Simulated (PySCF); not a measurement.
Polarisability and C₆ of Al (aluminium, neutral)

[Ne] 3s1 3p2, high-spin 4P determinant (an excited configuration). All numbers are calculated (PySCF 2.14, scalar relativity by spin-free X2C-1e, in dyall-av3z (19s12p3d2f, 84 functions)). Coupled (time-dependent) response in atomic units; α is the mean over directions.

```csv
method,mean α (bohr³),"α xx, yy, zz",C₆ (like pair),S(−4)
UHF,55.83,"48.71, 59.39, 59.39",491.8,1406
PBE,63.43,"51.68, 69.30, 69.30",571.8,2114
PBE0,59.99,"50.05, 64.96, 64.96",534.3,1782
BHandHLYP,58.98,"49.26, 63.84, 63.84",521.2,1714
```

S(−4) is the Cauchy moment in α(ω) = α(0) + S(−4) ω² + …

α(iu) at UHF:

| u (hartree) | α(iu) (bohr³) |
| --- | --- |
| 0 | 55.83 |
| 0.0500 | 52.55 |
| 0.100 | 44.91 |
| 0.200 | 29.11 |
| 0.300 | 18.77 |
| 0.500 | 9.031 |
| 0.750 | 4.581 |
| 1.00 | 2.753 |
| 1.50 | 1.327 |
| 2.00 | 0.7936 |
| 3.00 | 0.3900 |
| 5.00 | 0.1608 |

A single London oscillator, α(iu) = α/(1 + u²/ω²), gives C₆ = (3/4) ω α². Matching the computed C₆ needs ω = 4 × 491.8 / (3 × 55.83²) = 0.210 hartree.

The components differ because the open shell of this determinant is not spherical; for a pure term their mean is the scalar polarisability.
